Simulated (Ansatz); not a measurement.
Geometry optimisation, Ansatz, DFT LDA, scalar-relativistic, plane waves, PAW.

Input file:

```yaml
crystal:
  lattice:
    - [7.398, 0.0, 0.0]
    - [-3.699, 6.406856, 0.0]
    - [0.0, 0.0, 12.0]
  atoms:
    - { symbol: C, position: [0.0, 0.0, 0.0833333] }
    - { symbol: C, position: [0.2222222, 0.1111111, 0.0833333] }
    - { symbol: C, position: [0.0, 0.3333333, 0.0833333] }
    - { symbol: C, position: [0.2222222, 0.4444444, 0.0833333] }
    - { symbol: C, position: [0.0, 0.6666667, 0.0833333] }
    - { symbol: C, position: [0.2222222, 0.7777778, 0.0833333] }
    - { symbol: C, position: [0.3333333, 0.0, 0.0833333] }
    - { symbol: C, position: [0.5555556, 0.1111111, 0.0833333] }
    - { symbol: C, position: [0.3333333, 0.3333333, 0.0833333] }
    - { symbol: C, position: [0.5555556, 0.4444444, 0.0833333] }
    - { symbol: C, position: [0.3333333, 0.6666667, 0.0833333] }
    - { symbol: C, position: [0.5555556, 0.7777778, 0.0833333] }
    - { symbol: C, position: [0.6666667, 0.0, 0.0833333] }
    - { symbol: C, position: [0.8888889, 0.1111111, 0.0833333] }
    - { symbol: C, position: [0.6666667, 0.3333333, 0.0833333] }
    - { symbol: C, position: [0.8888889, 0.4444444, 0.0833333] }
    - { symbol: C, position: [0.6666667, 0.6666667, 0.0833333] }
    - { symbol: C, position: [0.8888889, 0.7777778, 0.0833333] }
    - { symbol: Mg, position: [0.7400702, 0.9114341, 0.2475] }
basis:
  ecutwfc: 420.0
kpoints:
  mp_grid: { grid: [2, 2, 1] }
hamiltonian:
  xc: lda
scf:
  occupations: { method: fermi_dirac, width: 0.05 }
  lower_state_search: "off"
relax:
  f_tol: 0.03
  max_steps: 60
  adjacent_minimum: "off"
```

Command:

```bash
$ ansatz run input.yaml --threads 1 --pin off --max-ram 3072MiB --backend cpu --events-out ev --progress --plain --runs-dir out
```

Question: Where does it end, and by what steps?

Answer: It converged. The force dipped under the threshold on the way, but the program's further checks kept it going. Limits of this set-up: coarse k mesh, slab without dipole correction. After 4 steps the energy has fallen by 0.104 eV; Mg19 moved furthest, 0.36 Å.

```json
{"step": "0", "energy less start (eV)": "0.0000", "largest force component (eV/Å)": "0.642", "accepted": "yes"}
{"step": "1", "energy less start (eV)": "-0.0485", "largest force component (eV/Å)": "0.386", "accepted": "yes"}
{"step": "2", "energy less start (eV)": "-0.0916", "largest force component (eV/Å)": "0.110", "accepted": "yes"}
{"step": "3", "energy less start (eV)": "-0.1036", "largest force component (eV/Å)": "0.015", "accepted": "yes"}
{"step": "4", "energy less start (eV)": "-0.1036", "largest force component (eV/Å)": "0.015", "accepted": "yes"}
```

```xyz
19
Lattice="7.3980 0.0000 0.0000 -3.6990 6.4069 0.0000 0.0000 0.0000 12.0000" Properties=species:S:1:pos:R:3
C -0.012 0.010 0.994
C 1.221 0.723 0.997
C -1.251 2.150 0.996
C -0.019 2.855 0.996
C -2.478 4.275 0.998
C -1.251 4.989 0.996
C 2.448 0.008 0.996
C 3.675 0.723 0.996
C 1.216 2.142 0.996
C 2.448 2.847 0.997
C -0.024 4.275 0.996
C 1.210 4.987 0.992
C 4.909 0.010 0.991
C 6.147 0.725 0.992
C 3.680 2.142 0.996
C 4.915 2.855 0.996
C 2.448 4.272 0.994
C 3.687 4.987 0.995
Mg 2.425 5.711 3.054
```

Whether the end is a true minimum wasn't checked by a vibrational analysis.

Run time: 45 s on 1 thread of Arm Neoverse N1 (shared host), peak memory 0.58 GiB.
